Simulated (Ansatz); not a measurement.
Reaction (ligand exchange at the Si–F bond): `F[SiH](Cl)Cl` + `[NH2][GeH2][Cl]` → `[Cl][GeH2][NH][SiH](Cl)Cl` + H–F

Isolated molecules relaxed with PBE0-D4/def2-TZVP in Ansatz; ΔE leaves out vibrations. CCSD(T)/CBS adds triple-zeta CCSD(T) − MP2 to the extrapolated MP2 energy (def2 sets, frozen cores). This one scheme is used for every species. For Ge outer-core shells are correlated without core-valence functions, which leaves a few kJ/mol of doubt a bond. Scalar relativity is left out up to krypton. One conformer a species, not always the lowest.

`F[SiH](Cl)Cl`:

Cartesian coordinates in Å:
```
F 0.255 0.543 1.504
Si 0.021 0.113 0.001
Cl -1.837 -0.674 -0.155
Cl 1.411 -1.274 -0.489
H 0.150 1.293 -0.862
```

`[NH2][GeH2][Cl]`:

Z-matrix (Å, degrees):
```
Ge
Cl 1 2.176
N 1 1.818 2 112.8
H 1 1.530 2 105.8 3 -118.7
H 1 1.530 2 105.8 3 118.7
H 3 1.010 1 115.0 2 -64.0
H 3 1.010 1 115.0 2 64.0
```

`[Cl][GeH2][NH][SiH](Cl)Cl`:

```xyz
10

Cl   -1.680   -0.644   -2.320
Ge   -0.867    0.900   -1.051
N     0.609    0.261   -0.176
Si    0.725   -0.863    1.094
Cl    1.986   -0.163    2.546
Cl   -1.149   -1.114    1.861
H    -1.962    1.279   -0.059
H    -0.388    2.028   -1.968
H     1.480    0.499   -0.632
H     1.246   -2.185    0.705
```

H–F:

Z-matrix (Å, degrees):
```
F
H 1 0.920
```

| species | CCSD/def2-TZVPP energy (Eh) |
| --- | --- |
| `F[SiH](Cl)Cl` | -1308.99566 |
| `[NH2][GeH2][Cl]` | -2592.43908 |
| `[Cl][GeH2][NH][SiH](Cl)Cl` | -3801.06952 |
| H–F | -100.33828 |

Work out ΔE.

ΔE = (-3801.06952) + (-100.33828) − (-1308.99566) − (-2592.43908) = 0.02694 Eh = +70.7 kJ/mol. CCSD(T)/CBS gives +66.0 kJ/mol.

Largest T1 diagnostic among the species: 0.010.

The D4 term adds −18.0 kJ/mol with B3LYP and −10.3 kJ/mol with PBE0; it sums over pairs of atoms, weighted by their polarisabilities, and B3LYP, whose exchange is more repulsive, gets the larger term. From PBE to PBE0 (25 % exact exchange), in def2-TZVPP and without D4, ΔE moves by −4.1 kJ/mol.

B3LYP here is the variant with VWN-RPA as its local correlation; programs differ in this.
